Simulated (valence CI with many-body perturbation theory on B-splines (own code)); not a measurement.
**Energy levels of Tb XXVII**

Calculated by configuration interaction combined with many-body perturbation theory (CI+MBPT): three valence electrons over a frozen Dirac-Fock core [Kr], a basis of 7 s, 7 p, 8 d, 6 f, 4 g, 1 h functions for each j, with the one-electron correlation potential Σ1 (screened to all orders), the two-electron term Σ2, the three-electron term Σ3, Breit, model QED; selected single and double excitations, second order for the rest, scaled by the run's own slope (own B-spline code, finite nucleus).

No measured spectrum was set against this ion. As an estimate, large intervals hold to a few tenths of a per cent, small ones and those within an open d or f shell to about a per cent. The list stops below the first excitations out of the core.

Levels 1 to 19 of 19, with energies above the lowest level, (4d3/2^3) J=3/2. "Leading %" is the weight of the configuration and term that name the level; weights of strongly mixed levels are sums over their largest components and can fall short. In the jj column 3d3/2^4 stands for four electrons in 3d with j = 3/2. Lifetimes count E1, E2, E3, M1 and M2 decay at the calculated energies, and are blank where another channel may lead or the interval is too uncertain; long ones can be off by a factor of two.

| No. | Configuration | Term | J | E (cm⁻¹) | Leading % | Leading jj | g | Lifetime |
| --- | --- | --- | --- | --- | --- | --- | --- | --- |
| 1 | 4d3 | 4F | 3/2 | 0.0 | 62 | 4d3/2^3 (91 %) | 0.613 |  |
| 2 | 4d3 | 4F | 5/2 | 50474 | 89 | 4d3/2^2 4d5/2 (96 %) | 1.046 | 260 μs |
| 3 | 4d3 | 4P | 3/2 | 68851 | 42 | 4d3/2^2 4d5/2 (93 %) | 1.270 | 278 μs |
| 4 | 4d3 | 4F | 7/2 | 72240 | 54 | 4d3/2^2 4d5/2 (85 %) | 1.099 | 4.46 ms |
| 5 | 4d3 | 2G | 9/2 | 77596 | 43 | 4d3/2^2 4d5/2 (94 %) | 1.087 | 644 ms |
| 6 | 4d3 | 4P | 1/2 | 79815 | 64 | 4d3/2^2 4d5/2 (99 %) | 1.950 | 777 μs |
| 7 | 4d3 | 4P | 5/2 | 120940 | 69 | 4d3/2^2 4d5/2 (67 %) | 1.439 | 581 μs |
| 8 | 4d3 | 2G | 7/2 | 126580 | 52 | 4d3/2 4d5/2^2 (90 %) | 1.051 | 110 μs |
| 9 | 4d3 | 4F | 9/2 | 134340 | 53 | 4d3/2 4d5/2^2 (88 %) | 1.134 | 194 μs |
| 10 | 4d3 | 2D | 3/2 | 146640 | 42 | 4d3/2 4d5/2^2 (98 %) | 1.152 | 74.4 μs |
| 11 | 4d3 | 2P | 1/2 | 153150 | 64 | 4d3/2 4d5/2^2 (99 %) | 1.382 | 128 μs |
| 12 | 4d3 | 2H | 11/2 | 159230 | 100 | 4d3/2 4d5/2^2 (100 %) | 1.088 | 413 μs |
| 13 | 4d3 | 2D | 5/2 | 165260 | 69 | 4d3/2 4d5/2^2 (68 %) | 1.151 | 185 μs |
| 14 | 4d3 | 2F | 5/2 | 174440 | 51 | 4d3/2 4d5/2^2 (92 %) | 1.083 | 224 μs |
| 15 | 4d3 | 2F | 7/2 | 181750 | 87 | 4d3/2 4d5/2^2 (95 %) | 1.112 | 280 μs |
| 16 | 4d3 | 2G | 9/2 | 207160 | 56 | 4d5/2^3 (93 %) | 1.125 | 80.4 μs |
| 17 | 4d3 | 2P | 3/2 | 212120 | 47 | 4d3/2 4d5/2^2 (50 %) | 1.118 | 86.7 μs |
| 18 | 4d3 | 2D | 3/2 | 251820 | 84 | 4d5/2^3 (51 %) | 0.901 | 77.4 μs |
| 19 | 4d3 | 2D | 5/2 | 270390 | 69 | 4d5/2^3 (87 %) | 1.156 | 45.8 μs |

The ionisation energy to 4d2 3F_2 of the next ion comes out as 910.2 eV (NIST: 909 ± 4 eV (theoretical)). All 19 levels together are meant to be complete up to 788510 cm⁻¹.
